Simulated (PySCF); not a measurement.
Spin states of CaH

Unrestricted PBE0; PySCF, no relativity, basis sets Ca pcseg-2, H pcseg-2. Outer shells of the fragments: Ca 4s2; H 1s1.

Followed along the bond (rough minima from three points):

| 2Ms+1 | unpaired | ⟨S²⟩ at the start | R at minimum (Å) | Te (eV) |
| --- | --- | --- | --- | --- |
| 2 | σ ↑ | 0.75 | 1.98 | 0.00 |
| 2 | π ↑ | 0.75 | none in the scan | ≤ 1.61 |
| 4 | σ ↑↑, π ↑ | 3.75 | none in the scan | ≤ 3.95 |

Solutions found at the starting distance of 1.910 Å, counted from the lowest of them; the search is not exhaustive and high or unbound solutions are not listed, so other states can lie among these:

```tsv
2Ms+1	unpaired	term	E (eV)	⟨S²⟩	⟨Lz²⟩	μ (D)
2	σ ↑	²Σ⁺	0.00	0.75	0.00	-2.28
2	π ↑	²Π	1.61	0.75	1.00	-2.76
2	δ ↑	²Δ	2.07	0.75	4.00	-6.01
4	σ ↑↑, π ↑	⁴Π	4.15	3.75	1.00	-0.30
4	σ ↑↑↑	⁴Σ⁺	4.59	3.75	0.00	4.70
4	σ ↑↑, δ ↑	⁴Δ	4.71	3.75	4.00	2.38
```

A term symbol is given only where ⟨S²⟩ and ⟨Lz²⟩ are close to those of a pure state; real π, δ and φ orbitals otherwise mix terms. A positive dipole means Ca(−)H(+).

Counting both spins, an empty level lies below a filled one in some of these solutions, because spin and occupation are held.
